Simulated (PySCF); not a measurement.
Electron correlation in Bi(66+) (bismuth, charge +66)

[Ne] 3s2 3p5, 2P determinant. All numbers are calculated (PySCF 2.14, the spin-free X2C one-electron Hamiltonian (Gaussian nucleus), in an uncontracted even-tempered set (17 s from 20 bohr⁻², ratio 2.5; 12 p from 26 bohr⁻², ratio 2.5; 4 d from 100 bohr⁻², ratio 2.7; 4 f from 150 bohr⁻², ratio 2.7)). Frozen: 1s2; 15 electrons correlated; the 17 highest virtual orbitals of each spin left out.

```json
{"level": "CCSD", "correlation energy (mhartree)": "-695.46"}
{"level": "(T)", "correlation energy (mhartree)": "-0.57"}
{"level": "CCSD(T)", "correlation energy (mhartree)": "-696.03"}
```

Diagnostics: T1 = 0.00021, D1 = 0.0010, largest double amplitude 0.013.

Spin-orbit coupling, absent here, splits the open shell strongly.

Cost of the coupled-cluster step: of the order of 70 core-seconds, for 15 correlated electrons.

Iterations:

```
CC2 = 0
CCSD nocc = (np.int64(8), np.int64(7)), nmo = (83, 83)
frozen orbitals [[0, 84, 85, 86, 87, 88, 89, 90, 91, 92, 93, 94, 95, 96, 97, 98, 99, 100], [0, 84, 85, 86, 87, 88, 89, 90, 91, 92, 93, 94, 95, 96, 97, 98, 99, 100]]
max_cycle = 100
direct = 0
conv_tol = 1e-08
conv_tol_normt = 1e-06
diis_space = 8
diis_start_cycle = 0
Init t2, MP2 energy = -0.685412566610521
Init E_corr(UCCSD) = -0.68541256661053
cycle = 1  E_corr(UCCSD) = -0.694253880716885  dE = -0.00884131411  norm(t1,t2) = 0.00341076
cycle = 2  E_corr(UCCSD) = -0.69533223058955  dE = -0.00107834987  norm(t1,t2) = 0.000419921
cycle = 3  E_corr(UCCSD) = -0.695465445319037  dE = -0.000133214729  norm(t1,t2) = 5.68927e-05
cycle = 4  E_corr(UCCSD) = -0.695464367859309  dE = 1.07745973e-06  norm(t1,t2) = 1.75614e-06
cycle = 5  E_corr(UCCSD) = -0.695464355365652  dE = 1.24936572e-08  norm(t1,t2) = 4.57051e-08
cycle = 6  E_corr(UCCSD) = -0.695464356907295  dE = -1.54164292e-09  norm(t1,t2) = 2.59769e-09
UCCSD converged
E(UCCSD) = -16497.22645252024  E_corr = -0.6954643569072947
UCCSD(T) correction = -0.000568487747648012
```

At this charge the one-electron X2C treatment keeps the bare 1/r₁₂, with no two-electron picture change or Breit term. The effect here is smaller than on the frozen 1s shell; and a scalar Hamiltonian misses the large spin-orbit splitting of the p shells, which matters for ns² → np² pairs.
